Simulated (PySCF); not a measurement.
Species: C8H11 (charge +1).
Geometry (PBE0-D3(BJ)/def2-SVP, Å), atoms numbered from 1 in this order:
```xyz
19
C8H11 angstrom
C     -2.590    0.387   -0.497
C     -1.723   -0.733    0.072
C     -0.272   -0.355    0.136
C      0.190    0.554    1.121
C      1.526    0.985    1.241
C      2.459    0.513    0.355
C      2.066   -0.413   -0.702
C      0.666   -0.829   -0.754
H     -2.288    0.647   -1.523
H     -3.644    0.078   -0.523
H     -2.530    1.302    0.114
H     -1.830   -1.644   -0.536
H     -2.065   -0.996    1.087
H     -0.540    0.944    1.839
H      1.802    1.682    2.034
H      3.507    0.823    0.420
H      2.744   -1.295   -0.726
H      2.335    0.045   -1.685
H      0.372   -1.535   -1.537
```

All values: CAM-B3LYP/def2-SVPD (PySCF, non-relativistic), on one gas-phase PBE0-D3(BJ)/def2-SVP geometry that isn't relaxed in the solvent. The solvent is an IEF-PCM continuum (van der Waals radii × 1.2), and excitations are vertical TDDFT with non-equilibrium linear response and a frozen core. Only the electrostatic response of the medium enters.

```json
{"run": "gas", "E − E(gas) (kcal/mol)": "0.00", "HOMO (eV)": "-13.84", "HOMO–LUMO gap (eV)": "6.67", "lowest singlet (eV)": "3.90", "static polarisability (au)": "88.3"}
{"run": "P", "E − E(gas) (kcal/mol)": "-52.95", "HOMO (eV)": "-9.59", "HOMO–LUMO gap (eV)": "6.81", "lowest singlet (eV)": "3.93", "static polarisability (au)": "124.5"}
{"run": "Q", "E − E(gas) (kcal/mol)": "-50.99", "HOMO (eV)": "-9.75", "HOMO–LUMO gap (eV)": "6.80", "lowest singlet (eV)": "3.92", "static polarisability (au)": "121.8"}
```

Question: The runs were made in acetone and water. Which run belongs to which solvent?

Answer: P = water, Q = acetone. The dielectric constants are 20.49 (acetone), 78.36 (water), and the energy falls further as ε rises. The optical constants n² used for the excitations are 1.85, 1.78 in the same order. In this model the ground state sees the solvent through ε alone.

Question: How constant is the ratio of the lowering to 1 − 1/ε?

Answer: 
| solvent | 1 − 1/ε | E − E(gas) (kcal/mol) | ratio (kcal/mol) | polarisation term (kcal/mol) |
| --- | --- | --- | --- | --- |
| acetone | 0.951 | -50.99 | -53.6 | -51.84 |
| water | 0.987 | -52.95 | -53.6 | -53.90 |

The ratio changes by +0.1 % in size from acetone to water. The polarisation term is half the interaction of the solute with the induced surface charges.
